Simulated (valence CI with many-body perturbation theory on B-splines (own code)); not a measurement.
# Br12+ in three bases

Calculated by relativistic CI+MBPT: five valence electrons over a frozen Dirac-Fock core [Ar], a basis of 7 s, 7 p, 8 d, 6 f, 4 g, 1 h functions for each j, with the one-electron correlation potential Σ1 (screened to all orders), the two-electron term Σ2, the three-electron term Σ3, Breit, model QED; selected single and double excitations, second order for the rest, scaled by the run's own slope (own B-spline code, finite nucleus).

No measured levels were compared; by estimate terms of the open shell hold to 2 to 4 % of their energy, and close levels can change places. Among the levels kept, up to 470 cm⁻¹ of a level comes from second order outside the variational space, and about a tenth of that is noise between levels of different J, which matters for small intervals. Only levels of the ground parity were solved; by the run's estimate the other parity begins above the list, which can be wrong where configurations are misplaced.

The reference run has the lowest level 3d5 6S_5/2 and an ionisation energy of 392.352 eV. Its largest variational space holds 20369 state functions.

Names give the largest LS component (configuration and term), which can be under half, so a name can repeat, a term be missing and a line seem to break the LS rules; names also repeat where a configuration has a term twice.

Changed runs:
A. basis 6 s, 6 p, 5 d, 5 f, 1 g
B. basis 5 s, 5 p, 4 d, 4 f

Excitation energies of the reference run in cm⁻¹, and shifts in cm⁻¹:

| Level | Reference | A | B |
| --- | --- | --- | --- |
| 3d5 4G_5/2 | 69523 | +439 | +1410 |
| 3d5 4G_11/2 | 70373 | +412 | +1380 |
| 3d5 4G_7/2 | 70567 | +418 | +1388 |
| 3d5 4G_9/2 | 71014 | +407 | +1374 |
| 3d5 4P_5/2 | 75101 | +566 | +1439 |
| 3d5 4P_3/2 | 76978 | +569 | +1433 |
| 3d5 4P_1/2 | 79233 | +581 | +1359 |
| 3d5 4D_7/2 | 85284 | +483 | +1782 |
| 3d5 4D_1/2 | 88370 | +489 | +1697 |
| 3d5 4D_5/2 | 89296 | +518 | +1674 |
| 3d5 4D_3/2 | 89739 | +509 | +1646 |
| 3d5 2I_11/2 | 101308 | +617 | +1914 |
| Ionisation energy (eV) | 392.352 | -0.118 | -0.135 |
